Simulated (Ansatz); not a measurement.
`O=C=[N][Hf]([F])([F])[F]` + CH₃NH₂ → `C[NH][Hf]([F])([F])[F]` + `N=C=O` at 500 K and 1 bar (ligand exchange at the Hf–N bond).

Calculated with Ansatz (gas phase, PBE0-D4/def2-TZVP geometries, no zero-point term in ΔE). CCSD(T)/CBS is the MP2 limit (def2-TZVPP, def2-QZVPP) plus CCSD(T) − MP2 in def2-TZVPP, frozen cores. This one scheme is used for every species. def2 core potentials past Kr. For Hf outer-core shells are correlated without core-valence functions, which leaves a few kJ/mol of doubt a bond. Each species was taken in one conformer, which may not be the lowest.

```
                   species  CCSD(T)/CBS energy (Eh)  H − E (kJ/mol)  S (J/(mol·K))
`O=C=[N][Hf]([F])([F])[F]`               -515.51547           100.7          460.1
                    CH₃NH₂                -95.75281           191.8          270.3
  `C[NH][Hf]([F])([F])[F]`               -442.72332           209.8          481.9
                   `N=C=O`               -168.51995            77.7          264.2
```

H − E and S are ideal-gas, rigid-rotor, harmonic terms from PBE0-D4/def2-TZVP, for one conformer and one mirror image of each species. 1 Eh = 2625.50 kJ/mol, R = 8.31446 J/(mol·K).

Question: By hand: ΔE, ΔH, ΔS and ΔG.

Answer: ΔE = (-442.72332) + (-168.51995) − (-515.51547) − (-95.75281) = 0.02501 Eh = 65.7 kJ/mol. Δ(H − E) = 209.8 + 77.7 − 100.7 − 191.8 = -5.0, so ΔH = 60.7 kJ/mol. ΔS = 481.9 + 264.2 − 460.1 − 270.3 = 15.7 J/(mol·K). ΔG = 60.7 − 500 × (15.7)/1000 = 52.9 kJ/mol.

Question: By hand: the equilibrium constant, and the temperature at which ΔG would vanish if ΔH and ΔS stayed fixed.

Answer: log₁₀ K = −ΔG/(RT ln 10) = -5.5. ΔG = 0 at ΔH/ΔS = 3866 K, far beyond where these terms or the molecules hold.

ΔH outweighs TΔS. A doubt of 5 kJ/mol in ΔE shifts log₁₀ K by 0.5 here. Other conformers and mirror images would add mixing entropy, several J/(mol·K) or more a flexible species. Modes under 60 cm⁻¹, often nearly free rotors, make the harmonic entropy too high. These are equilibria of isolated gas molecules and say nothing of rates. Largest T1 diagnostic: 0.018 (customary marks: 0.02 for closed shells, 0.045 for open ones).
